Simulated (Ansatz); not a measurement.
Computed with Ansatz.

Basis-set series for `OC1BS[SiH2]1`. Total charge 0; spin multiplicity 1. The geometry is a stationary point of PBE0-D4/def2-TZVP. It is one conformer, not always the lowest.

```xyz
10

O     0.4193   -1.7382   -0.6150
C    -0.0617   -0.4230   -0.5137
B     0.9511    0.7514   -0.7702
S     0.3863    2.1634    0.2151
Si   -0.5761    0.4525    1.0966
H    -0.3116   -2.3504   -0.5039
H    -0.8875   -0.2126   -1.2189
H     1.9432    0.7557   -1.4307
H    -2.0144    0.6277    1.4438
H     0.1515   -0.0265    2.2970
```

```
functional       basis  functions  energy (Eh)  HOMO (eV)  LUMO (eV)
   PBE0-D4    def2-SVP        103   -828.15556      -7.28      -1.10
   PBE0-D4  def2-QZVPP        461   -828.58813      -7.44      -1.32
   ωB97M-V    def2-SVP        103   -828.46850      -9.47       0.95
   ωB97M-V  def2-QZVPP        461   -828.90403      -9.65       0.52
```

Question: Give the rows for def2-TZVPP. (Estimate.)

Answer: The calculation gave: 
| functional | basis | functions | energy (Eh) | HOMO (eV) | LUMO (eV) |
| --- | --- | --- | --- | --- | --- |
| PBE0-D4 | def2-TZVPP | 247 | -828.55838 | -7.40 | -1.27 |
| ωB97M-V | def2-TZVPP | 247 | -828.87605 | -9.61 | 0.66 |

Positive LUMOs are unbound and depend on the basis.
